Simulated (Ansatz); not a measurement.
C5H6, SMILES `C#CCC=C` (charge 0, multiplicity 1).

These are CAM-B3LYP/cc-pVTZ // B3LYP-D3(BJ)/def2-TZVP in Ansatz (a first-principles code) values and carry that method's errors.

Ansatz 0.2 input:
```yaml
crystal:
  periodic: [false, false, false]
  atoms:
    - { symbol: C, position_ang: [2.391397, 0.978333, -0.652617] }
    - { symbol: C, position_ang: [1.492408, 0.216305, -0.428669] }
    - { symbol: C, position_ang: [0.385795, -0.690299, -0.137327] }
    - { symbol: C, position_ang: [-0.729952, -0.019179, 0.622727] }
    - { symbol: C, position_ang: [-1.99265, 0.007923, 0.223743] }
    - { symbol: H, position_ang: [3.189744, 1.648234, -0.857379] }
    - { symbol: H, position_ang: [0.771157, -1.531839, 0.450116] }
    - { symbol: H, position_ang: [-0.001249, -1.110817, -1.069234] }
    - { symbol: H, position_ang: [-0.44111, 0.461284, 1.551927] }
    - { symbol: H, position_ang: [-2.30533, -0.454126, -0.705931] }
    - { symbol: H, position_ang: [-2.76021, 0.494185, 0.811562] }
basis:
  gaussian: { orbitals: cc-pVTZ }
hamiltonian:
  xc: cam_b3lyp
```

Output:

```
Functional definition: CAM-B3LYP
1180 factors; their error is unknown
321 factors; integrals over basis functions are off by at most 1.4e-5 eV
mean field evaluation 1: about -5273.0220 eV, gradient 5.1e1 eV
mean field evaluation 2: about -5275.6596 eV, gradient 3.7e1 eV
mean field evaluation 4: about -5278.9325 eV, gradient 3.2e0 eV
mean field evaluation 8: about -5278.9538 eV, gradient 2.6e-2 eV
mean field evaluation 16: about -5278.9422 eV, gradient 4.3e-5 eV
mean field -5278.94217464 eV, -193.9975467226 hartree, gradient 4.3e-5 eV, S^2 0.000000; 0 other end points of the search recorded, 0 dependent functions left out
reference -5278.94229969 eV, -193.9975513178 hartree; 18, 18 occupied and 216, 216 virtual orbitals, 1180 factors
Total energy: -5278.94229969 eV, -193.9975513178 hartree
```
